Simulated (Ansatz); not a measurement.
Gas-phase electronic energies from Ansatz, PBE0-D4/def2-TZVP geometries. CBS: MP2 limit from def2 TZ/QZ plus the TZ coupled-cluster correction, frozen cores. DFT in def2-TZVPP. For Ge outer-core shells are correlated without core-valence functions, which leaves a few kJ/mol of doubt a bond. Scalar relativity is left out up to krypton. Each species was taken in one conformer, which may not be the lowest.

Reaction (cleavage of the Si–Ge bond): `[SiH3][GeH2][CH2]S` + `C[NH][GeH3]` → `C[N]([SiH3])[GeH3]` + `S[CH2][GeH3]`

`[SiH3][GeH2][CH2]S`:

Z-matrix (Å, degrees):
```
Si
Ge 1 2.381
H 1 1.487 2 109.1
H 1 1.488 2 109.9 3 -119.0
H 1 1.484 2 111.1 3 120.7
C 2 1.969 1 108.4 3 -41.3
H 2 1.543 1 110.9 3 -158.7
H 2 1.544 1 112.3 3 80.5
S 6 1.808 2 111.6 1 -51.2
H 6 1.091 2 112.0 1 -176.5
H 6 1.092 2 108.6 1 64.5
H 9 1.343 6 97.5 2 -52.0
```

`C[NH][GeH3]`:

Z-matrix (Å, degrees):
```
C
N 1 1.450
H 1 1.100 2 114.8
H 1 1.094 2 110.2 3 121.9
H 1 1.094 2 109.5 3 -120.8
Ge 2 1.838 1 118.0 3 67.0
H 2 1.010 1 111.6 3 -66.0
H 6 1.549 2 113.3 1 -56.3
H 6 1.536 2 107.2 1 -177.3
H 6 1.537 2 107.0 1 63.0
```

`C[N]([SiH3])[GeH3]`:

Z-matrix (Å, degrees):
```
C
N 1 1.456
H 1 1.095 2 111.1
H 1 1.095 2 110.6 3 118.4
H 1 1.098 2 113.0 3 -121.1
Si 2 1.718 1 118.3 3 -148.3
Ge 2 1.840 1 115.9 3 44.9
H 6 1.494 2 113.7 1 -66.9
H 6 1.485 2 108.2 1 172.7
H 6 1.490 2 109.4 1 52.2
H 7 1.533 2 108.0 1 -174.5
H 7 1.544 2 110.7 1 64.5
H 7 1.541 2 107.4 1 -53.8
```

`S[CH2][GeH3]`:

```xyz
9

S    -1.194    1.689   -0.253
C    -0.860   -0.084   -0.371
Ge    0.990   -0.536    0.102
H    -0.750    1.867    1.002
H    -1.028   -0.343   -1.418
H    -1.571   -0.655    0.227
H     1.199   -2.063    0.071
H     1.266   -0.017    1.525
H     1.949    0.142   -0.886
```

CCSD(T)/CBS gives -36.1 kJ/mol.

Another level gave -36.4 kJ/mol. Which?
A. B97M-V/def2-TZVPP
B. PBE0-D4/def2-TZVPP
C. r2SCAN/def2-TZVPP
D. revPBE/def2-TZVPP

A. B97M-V -36.4, revPBE -15.4, r2SCAN -29.6, PBE0-D4 -24.3 kJ/mol.

What do rigid-rotor, harmonic-oscillator terms from PBE0-D4/def2-TZVP frequencies (298.15 K, 1 bar) make of the CCSD(T)/CBS value? (Best estimate.)

The calculation gave: ΔZPE = -6.0 kJ/mol, ΔH = -42.7 kJ/mol, ΔS = -4 J/(mol·K), ΔG = -41.6 kJ/mol.

Largest T1 diagnostic among the species: 0.011.

From BLYP to BHLYP (50 % exact exchange), in def2-TZVPP and without D4, ΔE moves by −12.4 kJ/mol. Leaving LDA and LC-ωPBE aside and taking each functional with its dispersion term where it has one, the values, not all of them listed here, spread over 20.8 kJ/mol, from BHLYP-D4 to PBE-D4. LDA lies −7.4 kJ/mol from PBE without D4.
